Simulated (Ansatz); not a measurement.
**Relaxing a trial structure of AsH2Si+**

The starting geometry of this gas-phase singlet was optimised with GFN2-xTB.

```json
{"atom": "As", "x (Å)": "0.8882", "y (Å)": "-0.6455", "z (Å)": "0.2412"}
{"atom": "Si", "x (Å)": "-0.3149", "y (Å)": "1.2016", "z (Å)": "1.1881"}
{"atom": "H", "x (Å)": "1.7440", "y (Å)": "-0.6056", "z (Å)": "1.4763"}
{"atom": "H", "x (Å)": "1.7622", "y (Å)": "0.3805", "z (Å)": "-0.4238"}
```

Predict what becomes of its bonds when it is optimised with PBE0-D4/def2-TZVP.

It keeps its bonds.

The energy falls by 0.34 eV over 9 steps:

```tsv
step	E − E(last) (eV)
1	0.344
2	0.248
3	0.186
4	0.102
5	0.027
6	0.001
7	0.000
8	0.000
9	0.000
```

Final geometry (Å):

```tsv
atom	x (Å)	y (Å)	z (Å)
As	0.9355	-0.8928	0.1134
Si	0.1976	0.9992	1.0881
H	1.4645	-0.3552	1.5410
H	1.4819	0.5798	-0.2607
```

Frequencies at the end are all real (lowest 458 cm⁻¹). Run with Ansatz 0.2.0, 35 s on 1 thread of Arm Neoverse N1 (shared host).
